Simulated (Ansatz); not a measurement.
Energy needed to pull apart AlBAsH5 (SMILES [BH2][AlH][AsH2]), singlet, into free ground-state atoms, from the structure below (displaced at random from a GFN2-xTB minimum); no zero-point or spin–orbit terms; open-shell atoms are treated unrestricted, in their ground-state multiplicity.

| atom | x (Å) | y (Å) | z (Å) |
| --- | --- | --- | --- |
| B1 | -1.2008 | 0.7404 | -0.8139 |
| Al2 | 0.3548 | 0.6243 | 0.5229 |
| As3 | 1.7101 | -1.3476 | 1.1091 |
| H4 | -1.5747 | -0.1781 | -1.4583 |
| H5 | -1.8196 | 1.7344 | -1.1224 |
| H6 | 0.7921 | 2.0097 | 1.2703 |
| H7 | 1.6040 | -1.5456 | -0.4872 |
| H8 | 0.2635 | -1.9260 | 1.1181 |

Program: Ansatz 0.2.0. Basis: def2-TZVPP. Cores are frozen in the correlated methods. Filled d shells of the heavier atoms are correlated. The def2 sets are not built for correlating such inner shells, so the correlated values are less sure here. B3LYP uses VWN-RPA correlation.

```tsv
method	atomization energy (eV)
PBE-D4	21.16
r2SCAN-D4	21.30
PBE0-D4	21.01
B3LYP-D4	?
HSE06-D4	21.00
wB97M-V	?
HF	15.45
MP2	20.33
CCSD	20.37
CCSD(T)	20.61
```

Question: What does B3LYP-D4 give? (Judge from chemistry; the value comes from the calculation.)

Answer: Computed: 21.33 eV, which is about 0.71 eV more than CCSD(T)/def2-TZVPP.

Question: What does wB97M-V give? (To be estimated.)

Answer: The calculation gives: 21.22 eV, which is about 0.60 eV more than CCSD(T)/def2-TZVPP.

In triple zeta the MP2 and coupled-cluster atomization energies are still short of their basis limit by a few kcal/mol a bond, whereas those of the functionals are nearly converged, so these differences are not deviations from converged CCSD(T).

No T1 diagnostic of these runs exceeds 0.012.

For scale, one of the runs: CCSD(T)/def2-TZVPP forces, 191 basis functions, launched by `ansatz run in.yaml --threads 4 --pin off --events-out ev --progress --plain --max-ram 5222MiB`. The run took 5.6 min on 4 CPU threads of an Arm Neoverse N1 (shared host), with 3.7 GiB of host memory at its peak.
